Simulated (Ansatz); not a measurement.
`[CH3][Ga][OH]`, charge 0, multiplicity 2.

Give a relaxed structure at PBE0-D4/def2-TZVP (Ansatz). (Best estimate.)

Computed: 
Z-matrix (Å, degrees):
```
C
Ga 1 2.009
H 1 1.088 2 111.7
H 1 1.093 2 108.1 3 120.9
H 1 1.093 2 108.1 3 -120.9
O 2 1.805 1 117.7 3 179.4
H 6 0.961 2 114.4 1 -0.1
```
Point group Cs.
